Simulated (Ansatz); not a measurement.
Breaking a bond: GeNa (anion, charge -1), lowest singlet found (which spin is the ground state isn't settled by this scan).

Computed with: RHF/aug-cc-pVDZ (Ansatz, a quantum-chemistry and plane-wave program); RMP2 = MP2 on RHF/aug-cc-pVDZ, cores with 3d frozen run with Ansatz; RCCSD = CCSD on RHF/aug-cc-pVDZ, cores with 3d frozen in Ansatz; RCCSD(T) = CCSD(T) on RHF/aug-cc-pVDZ, cores with 3d frozen run with Ansatz; RKS-PBE0 = Ansatz with restricted PBE0/aug-cc-pVDZ; RKS-PBE = restricted PBE/aug-cc-pVDZ in Ansatz; FCI = full CI/aug-cc-pVDZ, cores with 3d frozen in Ansatz.

All curves are set to zero at 2.96 Å and compared with full CI in the same basis at 2.96, 3.08, 3.25, 3.41, 3.62, 3.87, 4.14, 4.56, 5.11, 5.60 Å.

**Question.** Order the methods by the spread of their error (largest minus smallest) over these points.

**Answer.** RCCSD(T) has the smallest spread and RMP2 the largest. In order (kcal/mol): RCCSD(T) 2.29, RCCSD 2.66, RHF 3.12, RKS-PBE 3.72, RKS-PBE0 5.16, RMP2 10.99.

Errors against full CI at some of the points (kcal/mol):

```
method    3.62 Å  4.56 Å  5.60 Å
--------  ------  ------  ------
RCCSD(T)    -0.1    -0.7    -2.3
RCCSD        0.3     1.3     2.7
RHF          0.1    -1.4    -2.9
RKS-PBE      2.4     3.7     3.5
RKS-PBE0     2.9     4.6     5.2
RMP2         3.8     8.2    11.0
```

The scan ran from 2.06 to 9.73 Å; beyond the distances shown full CI changes its symmetry label. The restricted form behind RHF, RMP2, RKS-PBE0, RKS-PBE keeps the bonding electrons paired and can't separate into open-shell fragments. Where the anion isn't bound against loss of the electron, the finite basis alone holds it. The T1 diagnostic of CCSD on the restricted reference of RMP2, RCCSD, RCCSD(T) exceeds 0.045 at 3.08 to 5.60 Å. Also computed but left out beside FCI, since their determinant holds another spin at the minimum (<S²> over 0.7 above the pure value): UHF, UMP2, UCCSD, UCCSD(T), UCCSDT, UCCSDT(Q), UKS-PBE0, UKS-PBE, UKS-B3LYP/6-31G*, UKS-M06-2X/6-31G*, UKS-BP86/6-31G*, UKS-LDA (SVWN5)/6-31G*.
